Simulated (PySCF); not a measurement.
What the low excited states add to the polarisability

Compound: Ge4H10.
SMILES: `[GeH3][GeH]([GeH3])[GeH3]`

Method: TDDFT PBE0/def2-SVPD, vertical, gas phase, core orbitals frozen in the response in PySCF. Isolated species at its PBE0-D3(BJ)/def2-SVP geometry, gas phase. Relativistic effects, spin–orbit coupling among them, are left out although an element past zinc is present.

Computed singlets:

```
state  E (eV)       f
   S1    6.46   0.126
   S2    6.50   0.058
   S3    6.52   0.064
   S4    6.62   0.030
   S5    6.63  0.0006
   S6    6.67  0.0011
   S7    6.89   0.536
   S8    6.89   0.588
   S9    7.05   0.014
  S10    7.11  0.0075
```

How much of the mean static polarisability do these states give, one by one?

Each state adds f / ΔE² (ΔE in hartree, 27.2114 eV).

| state | f/ΔE² (au) | running sum (au) | running share of α (%) |
| --- | --- | --- | --- |
| S1 | 2.24 | 2.24 | 1.6 |
| S2 | 1.01 | 3.25 | 2.3 |
| S3 | 1.12 | 4.37 | 3.1 |
| S4 | 0.51 | 4.88 | 3.5 |
| S5 | 0.01 | 4.89 | 3.5 |
| S6 | 0.02 | 4.90 | 3.5 |
| S7 | 8.37 | 13.27 | 9.4 |
| S8 | 9.18 | 22.45 | 16.0 |
| S9 | 0.20 | 22.65 | 16.1 |
| S10 | 0.11 | 22.76 | 16.2 |

The full response gives 140.62 au (20.84 Å³), so 117.9 au comes from the higher roots of the same equations.

By how much does the contribution of these states grow at 532 nm?

With ω = 0.0856 hartree each state's term in the mean polarisability goes from f / ΔE² to f / (ΔE² − ω²); the sum over all 10 states goes from 22.76 to 25.79 au, a rise of 3.03 au.

The largest single term belongs to S8, which also has the largest f.
